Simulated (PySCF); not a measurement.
# Stationary points of YOCl

Level of theory: PBE0/[Y def2-TZVP with ECP28, O def2-TZVP, Cl def2-TZVP], scalar-relativistic core potentials, density fitting, no spin–orbit coupling, PySCF.

Relaxations began from a few typed shapes. The search is not exhaustive: other isomers or separated fragments can lie lower, and high-lying points may rest on an excited occupation.

(1) Which is the lowest minimum found?
A. singlet C∞v: Y–Cl 2.611 Å, Y–O 1.812 Å; Cl–Y–O 180.0°
B. singlet Cs: Y–Cl 2.503 Å, Y–O 1.797 Å; Cl–Y–O 118.0°

## Answers

(1) B. The others lie at 39.1 (singlet C∞v, a saddle point) kJ/mol above it.

Formally Y is in oxidation state +3, d0. The polar-tensor charge on Y, 1.86, is below the formal one.

For the lowest minimum: stability towards spin polarisation was not tested.
